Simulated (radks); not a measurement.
Results of a calculation; reference values are marked as such.
Al IV, 10 electrons, occupied as [He] 2s2 2p5.75 3d0.25 (fractional occupations, a model configuration). Code: a radial shooting solver on a logarithmic mesh with Libxc functionals. Model: scalar-relativistic Kohn-Sham, LDA (Slater exchange, VWN5 correlation), spin-polarised, spherical densities, finite nucleus; open shells are filled with parallel spins first; Fermi nuclear charge, rms radius 3.061 fm. Some entries of the table are withheld. Estimate them.

| orbital | occ. | eigenvalue (eV) | <1/r> (bohr^-1) | <r^2> (bohr^2) |
|---|---|---|---|---|
| 1s up | 1 | -1547.729 | 12.59 | 0.01959 |
| 1s down | 1 | -1547.341 | 12.59 | 0.01958 |
| 2s up | 1 | -147.6167 | 2.360 | 0.4603 |
| 2s down | 1 | -146.9457 | 2.357 | 0.4612 |
| 2p up | 3 | -110.0491 | 2.248 | 0.4385 |
| 2p down | 2.75 | -109.3181 | 2.245 | 0.4398 |
| 3s up | 0 | -34.9302 | 0.6828 | 4.671 |
| 3s down | 0 | -34.1572 | 0.6850 | 4.670 |
| 3p up | 0 | -27.5905 | 0.6016 | 5.882 |
| 3p down | 0 | -26.8077 | 0.6019 | 5.927 |
| 3d up | 0.25 | -18.4756 | 0.4421 | 8.535 |
| 3d down | 0 | -17.7755 | 0.4383 | 8.796 |
| 4d up | 0 | (1) | 0.2461 | 35.86 |
| 4d down | 0 | (2) | 0.2426 | 37.17 |
| 4f up | 0 | -9.1541 | 0.2246 | 28.07 |
| 4f down | 0 | -8.8667 | 0.2168 | 30.09 |

Answer. 
(1) 4d up eigenvalue (eV): -9.5903
(2) 4d down eigenvalue (eV): -9.3992
